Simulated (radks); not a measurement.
Values are calculated unless marked as measured or tabulated.
Mean orbital radii <r> (bohr) of the holmium ion Ho24+, [Kr] 4d7, at several levels of relativity; Dirac values are averaged over j with weights 2j + 1. Spin-unpolarised spherical Kohn-Sham, LDA (Slater exchange, Perdew-Wang correlation), point nucleus unless stated (finite: rms radius 5.2022 fm), a radial shooting solver on a logarithmic mesh with Libxc functionals. A level marked "c x" has the speed of light scaled by that factor and shares open shells by 2j + 1; other Dirac levels either fill j = l - 1/2 first or share by 2j + 1.

shell	non-rel.	scalar-rel., finite nucleus	Dirac, low j first	Dirac, 2j+1 shares, finite nucleus	change of magnitude, last against first (%)
1s	0.02265	0.02076	0.02075	0.02076	-8.34
2s	0.09616	0.08817	0.08759	0.08760	-8.90
2p	0.08147	0.07810	0.07771	0.07771	-4.61
3s	0.2458	0.2293	0.2288	0.2288	-6.89
3p	0.2354	0.2280	0.2272	0.2272	-3.48
3d	0.2079	0.2067	0.2067	0.2067	-0.55
4s	0.5169	0.4887	0.4885	0.4885	-5.49
4p	0.5192	0.5068	0.5060	0.5059	-2.55
4d	0.5192	0.5185	0.5186	0.5185	-0.14
5s (empty)	0.9323	0.8929	0.8930	0.8929	-4.23
5p (empty)	0.9519	0.9347	0.9338	0.9337	-1.92
